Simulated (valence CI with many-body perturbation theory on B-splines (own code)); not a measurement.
Values are calculated unless marked as measured or tabulated.
Level structure of Ir⁷⁰⁺

Method: valence CI with perturbative core correlation (CI+MBPT): five valence electrons over a frozen Dirac-Fock core [He], a basis of 9 s, 9 p, 8 d, 6 f, 3 g, 1 h functions for each j, with the one-electron correlation potential Σ1 (screened to all orders), the two-electron term Σ2, the three-electron term Σ3, Breit, model QED; selected single and double excitations, second order for the rest, scaled by the run's own slope (own B-spline code, finite nucleus).

The last digits are not significant, and no measured levels were compared; by estimate large intervals hold to a few tenths of a per cent, small ones and those within an open d or f shell to about a per cent. Among the levels kept, up to 3800 cm⁻¹ of a level comes from second order outside the variational space, and about a tenth of that is noise between levels of different J, which matters for small intervals.

Levels 1 to 45 of 56, with energies above the lowest level, (2s^2 2p1/2^2 2p3/2) J=3/2. "Leading %" is the weight of the configuration and term that name the level; weights of strongly mixed levels are sums over their largest components and can fall short, so below about 35 % the name and the second component can differ from the true leading terms, or belong to a minority configuration. In the jj column 3d3/2^4 stands for four electrons in 3d with j = 3/2.

```
No.  Configuration  Term    J  E (eV)  Leading %     Second component      g                      Leading jj
  1        2s2 2p3   2P°  3/2       0         49     27 % 2s2 2p3 2D°  1.307      2s^2 2p1/2^2 2p3/2 (100 %)
  2        2s2 2p3   4S°  3/2    1672         55     44 % 2s2 2p3 2D°  1.431      2s^2 2p1/2 2p3/2^2 (100 %)
  3        2s2 2p3   2D°  5/2    1695        100                       1.158      2s^2 2p1/2 2p3/2^2 (100 %)
  4        2s2 2p3   2P°  1/2    1752        100                       0.611      2s^2 2p1/2 2p3/2^2 (100 %)
  5         2s 2p4    4P  5/2    2042         70       30 % 2s 2p4 2D  1.437      2s 2p1/2^2 2p3/2^2 (100 %)
  6         2s 2p4    2S  1/2    2154         65       25 % 2s 2p4 4P  1.984      2s 2p1/2^2 2p3/2^2 (100 %)
  7         2s 2p4    2P  3/2    2155         52       35 % 2s 2p4 2D  1.166      2s 2p1/2^2 2p3/2^2 (100 %)
  8        2s2 2p3   2P°  3/2    3428         51     28 % 2s2 2p3 2D°  1.284             2s^2 2p3/2^3 (99 %)
  9         2s 2p4    4P  3/2    3743         86       10 % 2s 2p4 2D  1.584        2s 2p1/2 2p3/2^3 (100 %)
 10         2s 2p4    2D  5/2    3785         70       30 % 2s 2p4 4P  1.278        2s 2p1/2 2p3/2^3 (100 %)
 11         2s 2p4    2P  1/2    3856         65       35 % 2s 2p4 4P  1.337        2s 2p1/2 2p3/2^3 (100 %)
 12         2s 2p4    2D  3/2    3863         55       44 % 2s 2p4 2P  1.000        2s 2p1/2 2p3/2^3 (100 %)
 13            2p5   2P°  3/2    4271         99                       1.295          2p1/2^2 2p3/2^3 (99 %)
 14         2s 2p4    4P  1/2    5548         40       35 % 2s 2p4 2S  1.883              2s 2p3/2^4 (100 %)
 15            2p5   2P°  1/2    5975        100                       0.611           2p1/2 2p3/2^4 (100 %)
 16     2s2 2p2 3s    4P  1/2    9541         46   32 % 2s2 2p2 3s 2S  1.987         2s^2 2p1/2^2 3s (100 %)
 17     2s2 2p2 3p   2P°  1/2    9653         47  38 % 2s2 2p2 3p 4D°  0.643      2s^2 2p1/2^2 3p1/2 (100 %)
 18     2s2 2p2 3p   2P°  3/2   10163         35  20 % 2s2 2p2 3p 4D°  1.319      2s^2 2p1/2^2 3p3/2 (100 %)
 19     2s2 2p2 3d    2D  3/2   10257         43   32 % 2s2 2p2 3d 4F  0.781      2s^2 2p1/2^2 3d3/2 (100 %)
 20     2s2 2p2 3d    2D  5/2   10396         36   18 % 2s2 2p2 3d 4D  1.186      2s^2 2p1/2^2 3d5/2 (100 %)
 21     2s2 2p2 3s    4P  3/2   11231         88   10 % 2s2 2p2 3s 2P  1.649     2s^2 2p1/2 2p3/2 3s (100 %)
 22     2s2 2p2 3s    2P  1/2   11242         67   33 % 2s2 2p2 3s 4P  1.290     2s^2 2p1/2 2p3/2 3s (100 %)
 23     2s2 2p2 3s    2D  5/2   11251         65   35 % 2s2 2p2 3s 4P  1.300     2s^2 2p1/2 2p3/2 3s (100 %)
 24     2s2 2p2 3s    2D  3/2   11258         64   35 % 2s2 2p2 3s 2P  0.946     2s^2 2p1/2 2p3/2 3s (100 %)
 25     2s2 2p2 3p   4P°  1/2   11342         49  28 % 2s2 2p2 3p 4D°  1.727  2s^2 2p1/2 2p3/2 3p1/2 (100 %)
 26     2s2 2p2 3p   4D°  3/2   11348         55  23 % 2s2 2p2 3p 2D°  1.121  2s^2 2p1/2 2p3/2 3p1/2 (100 %)
 27     2s2 2p2 3p   2F°  5/2   11361         50  30 % 2s2 2p2 3p 2D°  1.036  2s^2 2p1/2 2p3/2 3p1/2 (100 %)
 28     2s2 2p2 3p   2P°  3/2   11407         43  25 % 2s2 2p2 3p 2D°  1.298   2s^2 2p1/2 2p3/2 3p1/2 (99 %)
 29      2s 2p3 3s   4P°  5/2   11557         48   26 % 2s 2p3 3s 6S°  1.582      2s 2p1/2^2 2p3/2 3s (99 %)
 30      2s 2p3 3s   2P°  3/2   11588         35   24 % 2s 2p3 3s 4S°  1.416      2s 2p1/2^2 2p3/2 3s (99 %)
 31      2s 2p3 3s   2P°  1/2   11658         42   30 % 2s 2p3 3s 4D°  0.825      2s 2p1/2^2 2p3/2 3s (99 %)
 32      2s 2p3 3s   2P°  3/2   11668         39   20 % 2s 2p3 3s 4S°  1.367      2s 2p1/2^2 2p3/2 3s (99 %)
 33      2s 2p3 3p    4P  3/2   11679         30    20 % 2s 2p3 3p 6P  1.651  2s 2p1/2^2 2p3/2 3p1/2 (100 %)
 34      2s 2p3 3p    2D  5/2   11680         26    19 % 2s 2p3 3p 4D  1.320   2s 2p1/2^2 2p3/2 3p1/2 (99 %)
 35      2s 2p3 3p    2P  1/2   11771         36    18 % 2s 2p3 3p 4P  1.256   2s 2p1/2^2 2p3/2 3p1/2 (99 %)
 36      2s 2p3 3p    2D  3/2   11772         35    21 % 2s 2p3 3p 4F  0.957   2s 2p1/2^2 2p3/2 3p1/2 (99 %)
 37     2s2 2p2 3p   4D°  5/2   11842         52  34 % 2s2 2p2 3p 4P°  1.403   2s^2 2p1/2 2p3/2 3p3/2 (99 %)
 38     2s2 2p2 3p   2P°  1/2   11847         37  30 % 2s2 2p2 3p 4P°  1.548   2s^2 2p1/2 2p3/2 3p3/2 (99 %)
 39     2s2 2p2 3p   2D°  3/2   11852         53  20 % 2s2 2p2 3p 4P°  1.119  2s^2 2p1/2 2p3/2 3p3/2 (100 %)
 40     2s2 2p2 3p   2F°  7/2   11858         65  35 % 2s2 2p2 3p 4D°  1.211  2s^2 2p1/2 2p3/2 3p3/2 (100 %)
 41     2s2 2p2 3p   4S°  3/2   11880         32  30 % 2s2 2p2 3p 2P°  1.406   2s^2 2p1/2 2p3/2 3p3/2 (99 %)
 42     2s2 2p2 3p   2D°  5/2   11889         66  15 % 2s2 2p2 3p 2F°  1.170  2s^2 2p1/2 2p3/2 3p3/2 (100 %)
 43     2s2 2p2 3p   2P°  1/2   11913         87   7 % 2s2 2p2 3p 4D°  0.624   2s^2 2p1/2 2p3/2 3p3/2 (99 %)
 44     2s2 2p2 3d    4F  3/2   11951         43   26 % 2s2 2p2 3d 2P  0.918  2s^2 2p1/2 2p3/2 3d3/2 (100 %)
 45     2s2 2p2 3d    4F  5/2   11952         53   38 % 2s2 2p2 3d 2F  0.951  2s^2 2p1/2 2p3/2 3d3/2 (100 %)
```

The ionisation energy to 2s2 2p2 3P_0 of the next ion comes out as 18125 eV (NIST: 18120 ± 60 eV (theoretical)). All 56 levels together are meant to be complete up to 12125 eV.
